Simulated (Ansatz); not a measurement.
ClFH2O2Ti (`[OH][Ti]([OH])([F])[Cl]`). Total charge 0; spin multiplicity 1. Correlated methods include outer-core shells of Ti, which these sets cover unevenly. Scalar relativity is left out up to krypton.

```xyz
7

O     0.559    1.344   -0.234
Ti   -0.094   -0.296   -0.260
O    -0.724   -0.702    1.347
F    -1.380   -0.417   -1.445
Cl    1.517   -1.700   -0.815
H     0.733    2.089   -0.810
H    -0.611   -0.317    2.218
```

(1) Give the diagnostics of a CCSD(T)/def2-TZVPP run (frozen core, the Gaussian-basis code of Ansatz). (Estimate.)

Answers

(1) The calculation gave: T1 = 0.0236, largest single amplitude 0.042, largest double 0.024, (T) share of the correlation energy 4.6 %, 13 CCSD cycles. The RHF solution is stable towards an unrestricted one. T1 lies over the customary mark of 0.02 for closed shells; compounds of d metals often pass it without a breakdown.
